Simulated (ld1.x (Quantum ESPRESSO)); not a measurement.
## Which change was made? (Tl, ultrasoft)

```
Element                 : Tl (Z = 81)
Generator               : ld1.x (Quantum ESPRESSO) 7.5
Type                    : ultrasoft
Functional              : PBE
Relativity              : scalar-relativistic
Frozen core             : [Xe] 4f14
Valence charge          : 13
Reference configuration : 5d10 6s2 6p1
Partial waves           : 6s (bound): rcut 2.05, rcutus 2.40 bohr; 6s channel at 0.05 Ry: rcut 2.05, rcutus 2.40 bohr; 6p (bound): rcut 2.20, rcutus 2.40 bohr; 6p channel at 3.35 Ry: rcut 2.20, rcutus 2.40 bohr; 5d (bound): rcut 1.90, rcutus 2.40 bohr; 5d channel at 4.05 Ry: rcut 1.90, rcutus 2.40 bohr
Local potential         : all-electron potential smoothed inside 1.80 bohr (lloc = -1)
Core correction         : Bessel-smoothed model core inside 1.85 bohr
Augmentation charge     : PSQ, inside the norm-conserving radii
```

Cutoffs, loose and tight: the cutoffs (Ry, on a coarse ladder) from which the occupation-weighted sum of valence levels, in a spherical-Bessel basis at the reference potential, stays within 10 and 1 mRy of its value at 400 Ry. They do not see the model core or the augmentation charge, which bear on the density cutoff. Test errors are all-electron minus pseudo excitation energies from the reference, over the configurations 5d10 6s2 6p0; 5d10 6s1 6p0; 5d10 6s0 6p0; 5d10 6s0 6p3; 5d10 6s2 6p1.3; 5d9 6s0 6p0; 5d10 6s1 6p2; variants that change the core or the reference have their own tests.

The base gives: outcome: generated; cutoff, loose: 18 Ry; cutoff, tight: 35 Ry; bound ghosts: s; largest test error (meV): -120.

(1) After one change the result is: outcome: generated; cutoff, loose: 25 Ry; cutoff, tight: 40 Ry; bound ghosts: s, p; largest test error (meV): -168. Which change was it?
A. type PAW; local potential all-electron potential smoothed inside 2.00 bohr (lloc = -2); augmentation BESSEL, radius 1.35 bohr
B. all radii but the core radius scaled by about 0.88 (s 2.12, p 2.12, d 2.12 bohr, rcut 1.82/1.94/1.68); local potential all-electron potential smoothed inside 1.60 bohr (lloc = -1)
C. fully relativistic
D. core correction Bessel-smoothed model core inside 2.34 bohr
E. local potential all-electron potential smoothed inside 1.18 bohr (lloc = -1)

Answers

(1) B. The others give: local potential all-electron potential smoothed inside 1.18 bohr (lloc = -1) → outcome: generated, overlap not positive; bound ghosts: p (s not tested, overlap not positive); largest test error (meV): -108 | type PAW; local potential all-electron potential smoothed inside 2.00 bohr (lloc = -2); augmentation BESSEL, radius 1.35 bohr → outcome: generated; cutoff, loose: 18 Ry; cutoff, tight: 35 Ry; bound ghosts: none; largest test error (meV): -208 | fully relativistic → outcome: generated; cutoff, loose: 18 Ry; cutoff, tight: 35 Ry; bound ghosts: s; largest test error (meV): -87 | core correction Bessel-smoothed model core inside 2.34 bohr → outcome: generated; cutoff, loose: 18 Ry; cutoff, tight: 35 Ry; bound ghosts: s; largest test error (meV): -69. A file whose overlap is not positive is unfit for use, and its test errors describe a broken file.
